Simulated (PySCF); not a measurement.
Cl2NbO, doublet, at a GFN2-xTB geometry (such geometries of metal compounds can be far from the true shape) (the multiplicity is a formal guess) (core potentials on Nb), with bond 3-1 at 1.3 times its length. Base run: PBE0/def2-SV(P) in PySCF.

Here is a job for PySCF.
```python
from pyscf import gto, scf, dft

mol = gto.M(
    atom='''
Nb    0.25310474   -0.11572871   -0.06124774
O     1.74032183   -0.79573852   -0.42113304
Cl   -0.90917771   -0.51357186    2.47808936
Cl   -0.78844539    1.07533749   -1.54619311
''',
    basis='def2-sv(p)',
    ecp={'Nb': 'def2-sv(p)'},
    spin=1,
    verbose=4,
)

mf = dft.UKS(mol)
mf.xc = 'pbe0'
mf.kernel()
mf.analyze()
```

The base run was repeated with changes; each row names its change, and settings that it needs were set with it.

| change | ΔE vs base (mEh) | SCF cycles | <S^2> | outcome |
|---|---|---|---|---|
| base | 0.000 | 17 | 0.759 | converged |
| init_guess = atom | 0.000 | 15 | 0.759 | converged |
| level_shift = 0.3 (with mf.max_cycle = 100) | 0.000 | 23 | 0.759 | converged |
| diis = off; damp = 0.3 (with mf.diis_start_cycle = 200; with mf.max_cycle = 150) | - | 150 | - | not converged |
| conv_tol = 1e-6 | 0.000 | 13 | 0.759 | converged |
| init_guess = huckel | 0.000 | 25 | 0.759 | converged |
| solver = newton | 0.000 | - | 0.759 | converged |
| damp = 0.5; diis_start_cycle = 5 | 16.714 | 32 | 0.757 | another SCF solution |
| DIIS = EDIIS | - | 50 | - | not converged |
| conv_tol_grad = 1e-7 | 0.000 | 23 | 0.759 | converged |
| conv_tol = 1e-11 | 0.000 | 19 | 0.759 | converged |
| conv_tol = 1e-7 | 0.000 | 15 | 0.759 | converged |
| diis = off (with mf.max_cycle = 100) | - | 100 | - | not converged |

A guess, shift, damping, solver or small numerical setting can't move a converged solution much, so rows marked as another SCF solution ended in a different state.

Open shells are given as the SCF converged; they aren't shown to be the lowest states, and a large step between rows can be another state.
